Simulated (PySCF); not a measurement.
Ti(OH)2(H)2 (H4O2Ti), SMILES [TiH2]([OH])[OH], multiplicity 1. Atoms are numbered in the order given.

```xyz
7

Ti     0.0000     0.0000     0.3689
O     -1.5342     0.0000    -0.5175
H     -2.1167     0.0000    -1.2773
O      1.5342     0.0000    -0.5175
H      2.1167     0.0000    -1.2773
H      0.0000     1.3812     1.3600
H      0.0000    -1.3812     1.3600
```

Geometry optimised at B3LYP-D3(BJ)/def2-TZVP. The spin state was assumed, not searched. Other conformers were not sampled.

These are KT2/pcSseg-1 run with PySCF values and carry that method's errors.

GIAO shieldings, no solvent; atoms alike by connectivity are averaged. δ = σ(ref) − σ: ¹⁷O against H2O (σ = 330.4 ppm); ¹H against TMS (σ = 31.47 ppm), references at their B3LYP-D3(BJ)/def2-TZVP geometries, non-relativistic.

Computed chemical shifts:
```json
[
 {"nucleus": "¹⁷O", "atoms": "O2, O4", "count": "2", "δ (ppm)": "329.0"},
 {"nucleus": "¹H", "atoms": "H6, H7", "count": "2", "δ (ppm)": "6.18"},
 {"nucleus": "¹H", "atoms": "H3, H5", "count": "2", "δ (ppm)": "6.16"}
]
```
